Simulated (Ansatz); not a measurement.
`B[S][GaH][Cl]` + `CBNC` → `BN(C)BC` + `[SH][GaH][Cl]`  (ligand exchange at a B–S bond)

Gas-phase electronic energies from Ansatz, PBE0-D4/def2-TZVP geometries. CCSD(T)/CBS is the MP2 limit (def2-TZVPP, def2-QZVPP) plus CCSD(T) − MP2 in def2-TZVPP, frozen cores. Functionals use def2-TZVPP. B3LYP here is the variant with VWN-RPA as its local correlation; programs differ in this. For Ga outer-core shells are correlated without core-valence functions, which leaves a few kJ/mol of doubt a bond. Scalar relativity is left out up to krypton. One conformer a species, not always the lowest.

(1) Is it downhill or uphill in electronic energy at CCSD(T)/CBS, and by how much? (Best estimate.)

(2) What do these levels give: r2SCAN-D4, PBE0-D4, ωB97X-V, B2PLYP, PBE, PBE0, B3LYP, HF/def2-TZVPP, CCSD/def2-TZVPP, CCSD(T)/def2-TZVPP, MP2/CBS(def2), CCSD/CBS(def2)? (Estimate.)

Largest T1 diagnostic among the species: 0.013.

Answers

(1) The calculation gave: Downhill: ΔE = -3.8 kcal/mol.

(2) Computed: r2SCAN-D4 -2.6, PBE0-D4 -2.3, ωB97X-V -3.9, B2PLYP -3.4, PBE -1.0, PBE0 -2.0, B3LYP -3.0, HF/def2-TZVPP -5.2, CCSD/def2-TZVPP -4.2, CCSD(T)/def2-TZVPP -3.8, MP2/CBS(def2) -3.7, CCSD/CBS(def2) -4.2 kcal/mol.

From PBE to PBE0 (25 % exact exchange), in def2-TZVPP and without D4, ΔE moves by −1.0 kcal/mol. In def2-TZVPP, CCSD(T) changes the Hartree–Fock value by +1.5 kcal/mol (the triples alone add +0.4 kcal/mol) and MP2 by +1.6 kcal/mol.
